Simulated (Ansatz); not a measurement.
Relaxation of a periodic cell of 18 atoms, H11C2NO4 (contents 4 H2O + 1 CH3CN, density as packed 1.13 g/cm³ with natural masses), to a largest force component of 0.3 eV/Å in at most 15 steps.

Theory: Ansatz 0.2.0, DFT PBE-D3(BJ), scalar-relativistic, plane waves, PAW. Settings: accuracy low, cutoff 420 eV, k mesh 1x1x1, fermi-dirac smearing 0.02 eV, no spin polarisation.

```xyz
18
Lattice="5.4914 0.0000 0.0000 0.0000 5.4914 0.0000 0.0000 0.0000 5.4914" Properties=species:S:1:pos:R:3:forces:R:3
O 1.721 4.498 1.771 0.04 0.63 0.08
H 2.518 3.948 1.806 0.24 0.31 -0.20
H 1.153 4.048 1.129 -0.13 -0.02 0.21
O 1.619 0.644 4.207 -0.11 0.26 0.17
H 1.184 1.345 4.715 0.11 0.04 0.14
H 2.382 1.085 3.805 -0.15 -0.12 -0.07
O 4.388 -0.163 3.135 -0.16 0.81 -0.65
H 4.298 0.094 4.064 0.15 -0.02 0.39
H 4.389 0.680 2.658 0.15 -0.29 -0.11
O 0.135 2.455 2.007 1.14 -2.04 -1.09
H 0.557 1.591 2.124 0.53 -0.54 0.35
H -0.575 2.285 1.371 0.01 0.19 -0.04
C 4.132 2.962 3.975 -0.56 0.01 2.32
C 4.234 3.564 5.302 -0.46 0.36 0.34
N 4.315 4.049 6.373 -0.59 -0.11 -2.70
H 5.029 3.183 3.393 -0.16 0.14 0.23
H 4.027 1.879 4.061 0.03 0.28 0.53
H 3.263 3.359 3.448 -0.09 0.08 0.10
```

**Question.** Where does it end, and by what steps?

**Answer.** The run converged. The threshold is loose, so the end isn't yet a minimum. The force dipped under the threshold on the way, but the program's further checks kept it going. Limits of this set-up: coarse k mesh, low accuracy level. After 14 steps the energy has fallen by 3.301 eV; H12 moved furthest, 1.52 Å.

```tsv
step	energy less start (eV)	largest force component (eV/Å)	accepted
0	0.0000	2.696	yes
1	-0.9214	1.038	yes
2	-1.4875	1.671	yes
3	-1.8877	2.325	yes
4	-2.3650	2.338	yes
5	-2.6677	1.143	yes
6	-2.8418	0.643	yes
7	-2.9719	0.458	yes
8	-3.0437	0.361	yes
9	-3.1075	0.531	yes
10	-3.1611	0.410	yes
11	-3.2118	0.528	yes
12	-3.2720	0.831	yes
13	-3.3013	0.295	yes
14	-3.3013	0.296	yes
```

```xyz
18
Lattice="5.4914 0.0000 0.0000 0.0000 5.4914 0.0000 0.0000 0.0000 5.4914" Properties=species:S:1:pos:R:3
O 1.746 4.809 2.106
H 2.615 4.563 1.740
H 1.058 4.231 1.712
O 1.462 0.453 4.569
H 2.258 0.975 4.752
H 1.672 0.027 3.703
O 4.395 0.535 3.267
H 5.179 0.490 3.851
H 4.766 0.995 2.475
O 0.552 1.709 1.401
H 1.105 0.919 1.622
H 0.394 1.557 0.453
C 3.363 3.193 4.238
C 3.980 3.717 5.409
N 4.547 4.150 6.333
H 3.766 3.716 3.345
H 3.635 2.131 4.117
H 2.277 3.338 4.253
```

The run took 18 s on 1 CPU thread of a shared host.
